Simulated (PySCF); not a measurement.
Electric field gradients and quadrupole coupling constants

Species: C₅H₁₀OSi₃.
Geometry (GFN2-xTB, Å), atoms numbered from 1 in this order:
```
atom  x, y, z in Å
C1    -2.6407   -1.9985    1.0295
C2    -2.0736   -1.2031    0.3273
Si3   -1.1187    0.0327   -0.6799
C4    -2.3134    1.4571   -1.0893
Si5    0.7158    0.8052    0.5007
C6     1.8832    1.7182   -0.6228
C7     2.6196    2.2975   -1.3771
O8     1.5142   -0.4840    1.1003
Si9    2.1810   -1.9528    1.1564
H10   -3.1500   -2.6966    1.6310
H11   -0.8060   -0.6780   -1.9408
H12   -1.8342    2.1963   -1.7251
H13   -2.6524    1.9663   -0.1913
H14   -3.1932    1.0941   -1.6112
H15    0.5256    1.6449    1.6924
H16    3.2725    2.8076   -2.0269
H17    1.3789   -2.8437    0.3170
H18    3.5474   -1.8253    0.6535
H19    2.1343   -2.3288    2.5667
```

Field gradients from the PBE0/pcSseg-1 density (PySCF, non-relativistic), principal values in atomic units, ordered |Vxx| ≤ |Vyy| ≤ |Vzz|:

```csv
atom,Vxx,Vyy,Vzz
O8,-0.5512,-0.5894,1.1406
```

Task: Find the asymmetry η = (Vxx − Vyy)/Vzz and the couplings χ = eQV/h (234.96 MHz × Q in barn × V in au), with Q(17O) = −0.0256 b.

Result: 
| atom | environment | nucleus | η | χzz (MHz) | χxx (MHz) | χyy (MHz) |
| --- | --- | --- | --- | --- | --- | --- |
| O8 | siloxane oxygen | 17O | 0.03 | -6.86 | 3.32 | 3.55 |

The gradient is axial or nearly so (η below 0.05) at O8. 

Task: What is Vzz at O8 in SI units (1 au = 9.71736 × 10²¹ V/m²)?

Result: 1.1406 au = 11.084 × 10²¹ V/m².

Task: What couplings would deuterons (Q(2H) = 0.00286 b) have in place of the hydrogens, at this geometry?

Result: 
| atom | bonded to | bond length (Å) | Vzz (au) | η | χzz (kHz) |
| --- | --- | --- | --- | --- | --- |
| H10 | C1 | 1.053 | 0.3863 | 0.00 | 260 |
| H11 | Si3 | 1.481 | 0.1507 | 0.01 | 101 |
| H12 | C4 | 1.086 | 0.3231 | 0.01 | 217 |
| H13 | C4 | 1.086 | 0.3231 | 0.01 | 217 |
| H14 | C4 | 1.085 | 0.3254 | 0.01 | 219 |
| H15 | Si5 | 1.470 | 0.1551 | 0.01 | 104 |
| H16 | C7 | 1.053 | 0.3853 | 0.01 | 259 |
| H17 | Si9 | 1.463 | 0.1588 | 0.04 | 107 |
| H18 | Si9 | 1.462 | 0.1607 | 0.02 | 108 |
| H19 | Si9 | 1.460 | 0.1620 | 0.02 | 109 |

One conformer (not necessarily the lowest) at the GFN2-xTB geometry, without solvent, vibrations or thermal averaging. GFN2-xTB bond lengths can be off by several hundredths of an ångström, more for odd bonds, and the gradients follow them. A larger basis could move these couplings by a tenth or more.
